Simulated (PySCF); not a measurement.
Gas-phase reaction: TeF₄ + C₂F₄ = TeF₆ + 2 CF

Method: PySCF energies plus ideal-gas RRHO corrections (1 bar). † marks an energy on the PBE0/def2-TZVP geometry and frequencies; other levels use their own. MP2 and CCSD(T) freeze the core. Open shells (unrestricted): CF (multiplicity 2); the rest are closed-shell singlets. Spin-orbit splitting is ignored; it lowers the true energy and changes the entropy of CF. B3LYP is the form with VWN-RPA correlation. Te: scalar-relativistic def2 core potential, no spin-orbit coupling. MP2 isn't extrapolated to the basis-set limit. CCSD(T) isn't extrapolated to the basis-set limit.

```json
[
 {"level": "B3LYP/def2-TZVP†", "ΔH°(298 K), kJ": "(withheld)"},
 {"level": "BLYP/def2-TZVP†", "ΔH°(298 K), kJ": "766"},
 {"level": "CCSD(T)/def2-SVP†", "ΔH°(298 K), kJ": "781"},
 {"level": "M06-2X/def2-TZVP†", "ΔH°(298 K), kJ": "734"},
 {"level": "MP2/def2-SVP†", "ΔH°(298 K), kJ": "(withheld)"},
 {"level": "MP2/def2-TZVPP†", "ΔH°(298 K), kJ": "758"},
 {"level": "PBE/def2-SVP", "ΔH°(298 K), kJ": "882"},
 {"level": "PBE/def2-TZVP†", "ΔH°(298 K), kJ": "804"},
 {"level": "PBE0/def2-SVP†", "ΔH°(298 K), kJ": "886"},
 {"level": "ωB97M-V/def2-TZVP†", "ΔH°(298 K), kJ": "(withheld)"},
 {"level": "ωB97X-V/def2-TZVP†", "ΔH°(298 K), kJ": "(withheld)"}
]
```

Some entries are withheld; supply them.


- B3LYP/def2-TZVP†, ΔH°(298 K), kJ: 761
- MP2/def2-SVP†, ΔH°(298 K), kJ: 801
- ωB97M-V/def2-TZVP†, ΔH°(298 K), kJ: 745
- ωB97X-V/def2-TZVP†, ΔH°(298 K), kJ: 733
